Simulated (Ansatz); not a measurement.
Cartesian coordinates in Å:
```
Al 2.3265 -0.1793 1.0416
C 0.5559 0.3043 0.6619
C -0.5977 0.6327 0.4297
O -1.7993 0.9865 0.2023
Sb -2.8194 0.1458 -1.3400
H 3.1012 0.5085 2.2409
H 3.0458 -1.2814 0.1564
H -2.2974 -1.4386 -0.9583
H -1.5157 0.3216 -2.4346
```

Total charge 0; spin multiplicity 1. Sb: def2 effective core potential.

Question: List the PBE0/def2-TZVPP orbital energies in eV (the Gaussian-basis code of Ansatz). (An estimate is asked.)

Answer: Ansatz gave: Occupied: -1527.35, -524.36, -279.63, -277.12, -158.10, -113.23, -109.75, -109.58, -109.46, -73.36, -73.14, -73.13, -37.37, -37.24, -37.15, -37.05, -36.97, -30.12, -20.31, -17.64, -14.84, -12.38, -12.30, -12.16, -10.10, -9.29, -8.61, -8.24, -6.99, -6.93. Lowest empty: -2.23, -1.22, -0.60, 0.25, 1.32, 1.42, 1.80, 2.44.
